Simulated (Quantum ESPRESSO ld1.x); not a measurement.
Values are calculated unless marked as measured or tabulated.
Q: Mo, configuration [Kr] 4d5 5s1. Level of theory: Dirac Kohn-Sham, PW91, spin-unpolarised, spherical densities, point nucleus; open shells are shared between the two j in proportion to 2j + 1 (ld1.x of Quantum ESPRESSO 7.5). Some entries of the table are withheld. Estimate them.

orbital  occ.  eigenvalue (hartree)  <1/r> (bohr^-1)
1s1/2       2              -728.225            43.55
2s1/2       2              -102.832            9.913
2p1/2       2              -94.6100            9.890
2p3/2       4              -90.6920            9.417
3s1/2       2              -17.5027            3.391
3p1/2       2              -14.3734            3.289
3p3/2       4              -13.7283            3.176
3d3/2       4              -8.19364            2.987
3d5/2       6              -8.07151            2.957
4s1/2       2              -2.36581            1.236
4p1/2       2              -1.47825            1.112
4p3/2       4              -1.38665            1.078
5s1/2       1              -0.15208           0.3578
4d3/2       2                   (1)              (2)
4d5/2       3                   (3)              (4)
5p1/2       0              -0.04241           0.2418
5p3/2       0              -0.03902           0.2333

A: 
(1) 4d3/2 eigenvalue (hartree): -0.14425
(2) 4d3/2 <1/r> (bohr^-1): 0.6990
(3) 4d5/2 eigenvalue (hartree): -0.13674
(4) 4d5/2 <1/r> (bohr^-1): 0.6887
